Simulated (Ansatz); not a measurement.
Start from `C[SiH]([AlH2])[SbH2]` and change one atom or group to get `C[SiH]([AlH2])O[SiH3]`.

Ansatz, PBE0-D4/def2-TZVP geometries, multiplicity 1. Each molecule was computed in one conformer, which needn't be the lowest.

Elements past krypton have def2 core potentials.

| property | `C[SiH]([AlH2])[SbH2]` |
| --- | --- |
| LUMO energy (PBE0/def2-TZVPP) / eV | -1.29 |
| HOMO–LUMO gap (B3LYP/def2-TZVPP) / eV | 4.76 |
| HOMO–LUMO gap (ωB97M-V/def2-TZVPP) / eV | 8.68 |
| HOMO energy (B3LYP/def2-TZVPP) / eV | -6.23 |
| HOMO–LUMO gap (PBE/def2-TZVPP) / eV | 3.49 |
| LUMO energy (B3LYP/def2-TZVPP) / eV | -1.47 |

Give the same properties after the change, and the shifts. (Estimate.)

The calculation gave: 
| property | `C[SiH]([AlH2])O[SiH3]` | shift |
| --- | --- | --- |
| LUMO energy (PBE0/def2-TZVPP) / eV | -2.03 | -0.74 |
| HOMO–LUMO gap (B3LYP/def2-TZVPP) / eV | 4.70 | -0.06 |
| HOMO–LUMO gap (ωB97M-V/def2-TZVPP) / eV | 8.69 | 0.01 |
| HOMO energy (B3LYP/def2-TZVPP) / eV | -6.92 | -0.69 |
| HOMO–LUMO gap (PBE/def2-TZVPP) / eV | 3.21 | -0.28 |
| LUMO energy (B3LYP/def2-TZVPP) / eV | -2.22 | -0.75 |

With PBE0 the HOMO falls by 0.68 eV and the LUMO falls by 0.74 eV, so the gap narrows by about 0.06 eV. PBE moves the HOMO by -0.48 eV and ωB97M-V by -0.85 eV.

B3LYP here is the variant with VWN-RPA as its local correlation; programs differ in this.

Spin–orbit coupling is left out; it splits and shifts lone-pair levels of the heavy atoms by tenths of an eV.
